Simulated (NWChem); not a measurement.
System: GeN2H6O; SMILES [NH2][GeH]([NH2])[OH]

The following NWChem deck was run.

```
start job
memory heap 200 mb stack 900 mb global 1100 mb
geometry units angstroms noautoz
  Ge    -0.057490     0.010571     0.219645
  N     -0.219811     1.712766    -0.396718
  N      1.568459    -0.548722    -0.351629
  O     -1.122814    -1.221355    -0.512451
  H     -0.367775     0.071288     1.734244
  H     -1.013534     2.250758    -0.063832
  H     -0.123468     1.821011    -1.402437
  H      2.366063    -0.012452    -0.026622
  H      1.747220    -1.543215    -0.256283
  H     -1.981550    -1.266436    -0.080849
end
basis spherical
  Ge library def2-svp
  N library def2-svp
  O library def2-svp
  H library def2-svp
end
dft
  xc m06-l
  grid xcoarse
  iterations 150
  mulliken
end
task dft gradient
```

Parts of the log:

```
             Northwest Computational Chemistry Package (NWChem) 7.3.0
             --------------------------------------------------------

 C1  symmetry detected

                             Geometry "geometry" -> ""
                             -------------------------

 Output coordinates in angstroms (scale by  1.889725989 to convert to a.u.)

  No.       Tag          Charge          X              Y              Z
 ---- ---------------- ---------- -------------- -------------- --------------
    1 Ge                  32.0000    -0.04204807     0.00900488     0.26024498
    2 N                    7.0000    -0.45264901     1.65782406    -0.38513977
    3 N                    7.0000     1.63811308    -0.32707172    -0.32880835
    4 O                    8.0000    -0.93296383    -1.37618070    -0.42971984
    5 H                    1.0000    -0.33551560     0.05729701     1.77863826
    6 H                    1.0000    -1.30953780     2.08527824    -0.04858486
    7 H                    1.0000    -0.38738012     1.75731100    -1.39425422
    8 H                    1.0000     2.35649221     0.32318288    -0.02799683
    9 H                    1.0000     1.95718586    -1.28412576    -0.21789035
   10 H                    1.0000    -1.77024411    -1.53292043     0.01764410

 Effective nuclear repulsion energy (a.u.)     319.0635484462

                                 NWChem DFT Module
                                 -----------------

 Summary of "ao basis" -> "ao basis" (spherical)
 ------------------------------------------------------------------------------
       Tag                 Description            Shells   Functions and Types
 ---------------- ------------------------------  ------  ---------------------
 Ge                         def2-svp                12       32   5s4p3d
 N                          def2-svp                 6       14   3s2p1d
 O                          def2-svp                 6       14   3s2p1d
 H                          def2-svp                 3        5   2s1p

            General Information
            -------------------
          SCF calculation type: DFT
          Wavefunction type:  closed shell.
          No. of atoms     :    10
          No. of electrons :    60
           Alpha electrons :    30
            Beta electrons :    30
          Charge           :     0
          Spin multiplicity:     1
          Use of symmetry is: off; symmetry adaption is: off
          Maximum number of iterations: 150
          AO basis - number of functions:   104
                     number of shells:    48
          Convergence on energy requested:  1.00D-06
          Convergence on density requested:  1.00D-05
          Convergence on gradient requested:  5.00D-04

              XC Information
              --------------
                        M06-L Method XC Functional
                         M06-L Exchange Functional  1.000
                       M06-L Correlation Potential  1.000

             Grid Information
             ----------------
          Grid used for XC integration:  xcoarse
          Radial quadrature: Mura-Knowles
          Angular quadrature: Lebedev.
          Tag              B.-S. Rad. Rad. Pts. Rad. Cut. Ang. Pts.
          ---              ---------- --------- --------- ---------
          Ge                  1.25       75           7.0       194
          N                   0.65       21          10.0       194
          O                   0.60       21          10.0       194
          H                   0.35       21          11.0       194
          Grid pruning is: on
          Number of quadrature shells:   264
          Spatial weights used:  Erf1

      Superposition of Atomic Density Guess
      -------------------------------------

 Sum of atomic energies:       -2261.21868146

      Non-variational initial energy
      ------------------------------

 Total energy =   -2262.807666
 1-e energy   =   -3783.470508
 2-e energy   =    1201.599294
 HOMO         =      -0.339955
 LUMO         =       0.050178

     ---------------------------------------------
      Total Density - Mulliken Population Analysis
     ---------------------------------------------

    Atom       Charge   Shell Charges
 -----------   ------   -------------------------------------------------------
    1 Ge  32    30.75   2.00  2.00  2.00  0.93  0.14  6.00  5.98  0.93  0.55  8.15  1.82  0.26
    2 N    7     7.80   1.99  1.04  0.47  2.56  1.73  0.01
    3 N    7     7.80   1.99  1.04  0.47  2.57  1.73  0.01
    4 O    8     8.86   1.99  1.11  0.67  3.09  2.00  0.00
    5 H    1     1.10   0.67  0.42  0.01
    6 H    1     0.76   0.59  0.12  0.04
    7 H    1     0.76   0.60  0.12  0.04
    8 H    1     0.76   0.59  0.12  0.05
    9 H    1     0.76   0.59  0.12  0.05
   10 H    1     0.66   0.53  0.07  0.06

   convergence    iter        energy       DeltaE   RMS-Dens  Diis-err
 ---------------- ----- ----------------- --------- --------- ---------
 d= 0,ls=0.0,diis     1  -2264.7874992640 -2.58D+03  1.62D-02  8.44D-01
 d= 0,ls=0.0,diis     2  -2264.6586339320  1.29D-01  1.09D-02  2.09D+00
 d= 0,ls=0.0,diis     3  -2264.8819317133 -2.23D-01  1.71D-03  4.77D-02
 d= 0,ls=0.0,diis     4  -2264.8847853592 -2.85D-03  8.97D-04  1.59D-02
 d= 0,ls=0.0,diis     5  -2264.8830419708  1.74D-03  5.25D-04  1.98D-03
  Resetting Diis
 d= 0,ls=0.0,diis     6  -2264.8833846741 -3.43D-04  4.99D-04  2.40D-04
 d= 0,ls=0.0,diis     7  -2264.8834552224 -7.05D-05  1.03D-04  6.70D-05
 d= 0,ls=0.0,diis     8  -2264.8834474214  7.80D-06  7.20D-05  1.50D-04
 d= 0,ls=0.0,diis     9  -2264.8834599688 -1.25D-05  1.20D-05  4.45D-06
 d= 0,ls=0.0,diis    10  -2264.8834603487 -3.80D-07  2.87D-06  1.12D-07

         Total DFT energy =    -2264.883460348668
      One electron energy =    -3787.638575211590
           Coulomb energy =     1307.479964202299
    Exchange-Corr. energy =     -103.788397785579
 Nuclear repulsion energy =      319.063548446202

 Numeric. integr. density =       59.995219231008

                       DFT Final Molecular Orbital Analysis
                       ------------------------------------

 Vector   28  Occ=2.000000D+00  E=-2.576841D-01
              MO Center= -8.1D-01, -9.3D-01, -2.3D-01, r^2= 2.0D+00
   Bfn.  Coefficient  Atom+Function         Bfn.  Coefficient  Atom+Function
  ----- ------------  ---------------      ----- ------------  ---------------
    66      0.470159   4 O  pz               69      0.359584   4 O  pz
    64      0.242623   4 O  px               67      0.190837   4 O  px
    65     -0.187328   4 O  py               76     -0.166197   5 H  s
    75     -0.161747   5 H  s                35      0.150827   2 N  s
    68     -0.142089   4 O  py               36     -0.114656   2 N  px

 Vector   29  Occ=2.000000D+00  E=-2.198528D-01
              MO Center=  2.0D-01,  5.5D-01, -3.1D-01, r^2= 3.5D+00
   Bfn.  Coefficient  Atom+Function         Bfn.  Coefficient  Atom+Function
  ----- ------------  ---------------      ----- ------------  ---------------
    52      0.315153   3 N  pz               36      0.279513   2 N  px
    55     -0.263597   3 N  pz               37      0.243705   2 N  py
    65     -0.237993   4 O  py               39     -0.229065   2 N  px
    40     -0.215145   2 N  py               68     -0.196719   4 O  py
    38      0.131823   2 N  pz               76      0.132118   5 H  s

 Vector   30  Occ=2.000000D+00  E=-2.125535D-01
              MO Center=  7.5D-01,  4.2D-01, -3.0D-01, r^2= 3.1D+00
   Bfn.  Coefficient  Atom+Function         Bfn.  Coefficient  Atom+Function
  ----- ------------  ---------------      ----- ------------  ---------------
    52      0.428300   3 N  pz               55     -0.368195   3 N  pz
    37     -0.255441   2 N  py               40      0.228464   2 N  py
    36     -0.218981   2 N  px               39      0.188663   2 N  px
    76      0.163683   5 H  s                75      0.115146   5 H  s
    38     -0.092585   2 N  pz               48      0.092957   3 N  s

 Vector   31  Occ=0.000000D+00  E= 3.957946D-02
              MO Center= -3.6D-01, -1.3D-01,  2.0D-03, r^2= 6.0D+00
   Bfn.  Coefficient  Atom+Function         Bfn.  Coefficient  Atom+Function
  ----- ------------  ---------------      ----- ------------  ---------------
    49     -0.647460   3 N  s                 5      0.636333   1 Ge s
    35     -0.634402   2 N  s                63     -0.541926   4 O  s
    76     -0.524029   5 H  s                 4      0.496206   1 Ge s
   101      0.496315  10 H  s                91      0.379343   8 H  s
    81      0.365943   6 H  s                96      0.319436   9 H  s

 Vector   32  Occ=0.000000D+00  E= 5.997651D-02
              MO Center=  2.2D-01, -1.6D-01,  3.4D-01, r^2= 5.4D+00
   Bfn.  Coefficient  Atom+Function         Bfn.  Coefficient  Atom+Function
  ----- ------------  ---------------      ----- ------------  ---------------
    49      0.848479   3 N  s                15     -0.709788   1 Ge px
    63     -0.425429   4 O  s                96     -0.424782   9 H  s
   101      0.396035  10 H  s                35      0.301804   2 N  s
    91     -0.292267   8 H  s                 5     -0.262730   1 Ge s
    12     -0.244764   1 Ge px               16     -0.228651   1 Ge py

 Vector   33  Occ=0.000000D+00  E= 6.912285D-02
              MO Center= -4.1D-01,  6.2D-01, -3.3D-02, r^2= 6.0D+00
   Bfn.  Coefficient  Atom+Function         Bfn.  Coefficient  Atom+Function
  ----- ------------  ---------------      ----- ------------  ---------------
    35      1.125969   2 N  s                16     -0.672973   1 Ge py
    81     -0.582826   6 H  s                86     -0.552854   7 H  s
    49     -0.485878   3 N  s                63     -0.347585   4 O  s
    91      0.326826   8 H  s                15      0.323324   1 Ge px
   101      0.290597  10 H  s                13     -0.225697   1 Ge py

     ---------------------------------------------
      Total Density - Mulliken Population Analysis
     ---------------------------------------------

    Atom       Charge   Shell Charges
 -----------   ------   -------------------------------------------------------
    1 Ge  32    31.13   2.00  2.00  2.00  1.06  0.01  6.00  5.98  1.22  0.54  8.13  1.80  0.40
    2 N    7     7.47   1.99  1.01  0.48  2.41  1.58  0.01
    3 N    7     7.46   1.99  1.01  0.48  2.42  1.56  0.01
    4 O    8     8.51   1.99  1.09  0.69  2.82  1.91  0.01
    5 H    1     1.18   0.74  0.43  0.01
    6 H    1     0.86   0.72  0.10  0.05
    7 H    1     0.85   0.71  0.10  0.05
    8 H    1     0.86   0.72  0.09  0.05
    9 H    1     0.85   0.71  0.09  0.05
   10 H    1     0.82   0.69  0.05  0.07

     -------------------------------------------
      Total Density - Lowdin Population Analysis
     -------------------------------------------

    Atom       Charge   Shell Charges
 -----------   ------   -------------------------------------------------------
    1 Ge  32    31.53   2.00  2.00  1.93  0.67  0.28  5.99  5.82  1.30  0.81  7.84  2.04  0.86
    2 N    7     7.24   1.97  0.73  0.45  2.22  1.84  0.02
    3 N    7     7.23   1.97  0.73  0.45  2.22  1.84  0.02
    4 O    8     8.26   1.97  0.90  0.61  2.67  2.09  0.01
    5 H    1     1.11   0.64  0.44  0.03
    6 H    1     0.93   0.60  0.20  0.13
    7 H    1     0.93   0.60  0.20  0.13
    8 H    1     0.93   0.60  0.20  0.13
    9 H    1     0.93   0.60  0.20  0.13
   10 H    1     0.93   0.57  0.17  0.19

     Multipole analysis of the density
     ---------------------------------

     L   x y z        total         alpha         beta         nuclear
     -   - - -        -----         -----         ----         -------
     0   0 0 0     -0.000000    -30.000000    -30.000000     60.000000

     1   1 0 0     -0.272236     -0.136118     -0.136118      0.000000
     1   0 1 0      0.226209      0.113104      0.113104     -0.000000
     1   0 0 1      0.484329      0.242164      0.242164     -0.000000

     2   2 0 0    -21.272450    -85.151853    -85.151853    149.031255
     2   1 1 0     -1.540610      1.395234      1.395234     -4.331078
     2   1 0 1      0.309232      0.528866      0.528866     -0.748500
     2   0 2 0    -27.168289    -96.940211    -96.940211    166.712132
     2   0 1 1     -2.438549      0.774306      0.774306     -3.987161
     2   0 0 2    -27.921084    -32.883818    -32.883818     37.846551

            General Information
            -------------------
          SCF calculation type: DFT
          Wavefunction type:  closed shell.
          No. of atoms     :    10
          No. of electrons :    60
           Alpha electrons :    30
            Beta electrons :    30
          Charge           :     0
          Spin multiplicity:     1
          Use of symmetry is: off; symmetry adaption is: off
          Maximum number of iterations: 150
          AO basis - number of functions:   104
                     number of shells:    48
          Convergence on energy requested:  1.00D-06
          Convergence on density requested:  1.00D-05
          Convergence on gradient requested:  5.00D-04

              XC Information
              --------------
                        M06-L Method XC Functional
                         M06-L Exchange Functional  1.000
                       M06-L Correlation Potential  1.000

             Grid Information
             ----------------
          Grid used for XC integration:  xcoarse
          Radial quadrature: Mura-Knowles
          Angular quadrature: Lebedev.
          Tag              B.-S. Rad. Rad. Pts. Rad. Cut. Ang. Pts.
          ---              ---------- --------- --------- ---------
          Ge                  1.25       75           7.0       194
          N                   0.65       21          10.0       194
          O                   0.60       21          10.0       194
          H                   0.35       21          11.0       194
          Grid pruning is: on
          Number of quadrature shells:   264
          Spatial weights used:  Erf1

          Convergence Information
          -----------------------
          Convergence aids based upon iterative change in
          total energy or number of iterations.
          Levelshifting, if invoked, occurs when the
          HOMO/LUMO gap drops below (HL_TOL):  1.00D-02
          DIIS, if invoked, will attempt to extrapolate
          using up to (NFOCK): 10 stored Fock matrices.

                    Damping( 0%)  Levelshifting(0.5)       DIIS
                  --------------- ------------------- ---------------
          dE  on:    start            ASAP                start
          dE off:    2 iters        150 iters           150 iters

                            NWChem DFT Gradient Module
                            --------------------------

  charge          =   0.00
  wavefunction    = closed shell

                         DFT ENERGY GRADIENTS

    atom               coordinates                        gradient
                 x          y          z           x          y          z
   1 Ge     -0.079459   0.017017   0.491792    0.001315  -0.004428  -0.017197
   2 N      -0.855383   3.132833  -0.727809    0.002366  -0.008259   0.004364
   3 N       3.095585  -0.618076  -0.621358   -0.008616   0.002321   0.002070
   4 O      -1.763046  -2.600604  -0.812053    0.004033   0.009553   0.005780
   5 H      -0.634033   0.108276   3.361139   -0.001274   0.000136   0.007055
   6 H      -2.474668   3.940604  -0.091812   -0.002958   0.001530   0.002475
   7 H      -0.732042   3.320836  -2.634758    0.001384  -0.000185  -0.004219
   8 H       4.453125   0.610727  -0.052906    0.002043   0.003139   0.000943
   9 H       3.698545  -2.426646  -0.411753    0.000451  -0.004369  -0.000204
  10 H      -3.345276  -2.896800   0.033343    0.001257   0.000562  -0.001067
```

Level: M06-L/def2-SVP. Geometry: optimised at PBE0/def2-SVP.
